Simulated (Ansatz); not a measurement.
`COC(S)=[Se]` and `OC(S)=[Se]` differ in one atom or group.

Ansatz, PBE0-D4/def2-TZVP geometries, multiplicity 1. Each molecule was computed in one conformer, which needn't be the lowest.

Scalar relativity is left out up to krypton. Spin–orbit coupling is left out; it splits and shifts lone-pair levels of the heavy atoms by tenths of an eV.

```csv
property,`COC(S)=[Se]`
LUMO energy (PBE0/def2-TZVPP) / eV,-1.64
size of the dipole moment (PBE/def2-TZVPP) / D,1.67
LUMO energy (B3LYP/def2-TZVPP) / eV,-1.81
HOMO–LUMO gap (B3LYP/def2-TZVPP) / eV,4.29
HOMO energy (PBE/def2-TZVPP) / eV,-5.22
size of the dipole moment (B3LYP/def2-TZVPP) / D,1.67
```

Question: What does the change do to each property? (An estimate is asked.)

Answer: Computed: 
```tsv
property	`OC(S)=[Se]`	shift
LUMO energy (PBE0/def2-TZVPP) / eV	-1.86	-0.22
size of the dipole moment (PBE/def2-TZVPP) / D	1.07	-0.60
LUMO energy (B3LYP/def2-TZVPP) / eV	-2.04	-0.23
HOMO–LUMO gap (B3LYP/def2-TZVPP) / eV	4.32	0.03
HOMO energy (PBE/def2-TZVPP) / eV	-5.47	-0.25
size of the dipole moment (B3LYP/def2-TZVPP) / D	1.08	-0.59
```

The zero-point energy changes by -73.2 kJ/mol with -9 modes. Dipoles are sizes alone; their direction can turn.

Positive LUMOs are unbound, so they and the gaps depend on the basis.

B3LYP here is the variant with VWN-RPA as its local correlation; programs differ in this.
